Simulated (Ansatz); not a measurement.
(LiSH)3 ring (Li₃H₃S₃). Charge 0, multiplicity 3. Geometry r2SCAN-D4/def2-SVP, that of the neutral singlet; atoms count from 1.

```xyz
9

Li    1.254    0.713    1.344
S     0.385    2.534    0.194
Li   -0.789    1.232   -1.332
S    -1.367   -0.926   -1.971
Li   -0.088   -1.944   -0.322
S     1.310   -1.602    1.499
H    -0.644    2.800    1.031
H    -2.559   -0.986   -1.334
H     2.499   -1.821    0.892
```

At PBE0-D4/def2-TZVP a singlet of charge 0 lies 5.17 eV below the triplet at the same geometry.

Estimate the Mulliken populations from the PBE0/def2-TZVP orbitals of Ansatz.


```csv
atom,charge (e),spin (α − β)
Li1,0.35,0.36
S2,-0.33,0.72
Li3,0.33,0.37
S4,-0.71,0.16
Li5,0.67,0.03
S6,-0.74,0.15
H7,0.06,0.19
H8,0.17,0.01
H9,0.19,0.00
```
Mulliken values and Mayer orders depend strongly on the basis.

Where does the spin sit?

Summed by element: Li 0.77, S 1.03, H 0.20, of 2 unpaired in all. Largest on single atoms: S2 0.72, Li3 0.37, Li1 0.36.

And the Mayer bond orders between bonded heavy atoms (over 0.3)?

Li3–S4 0.30 (2.32 Å).
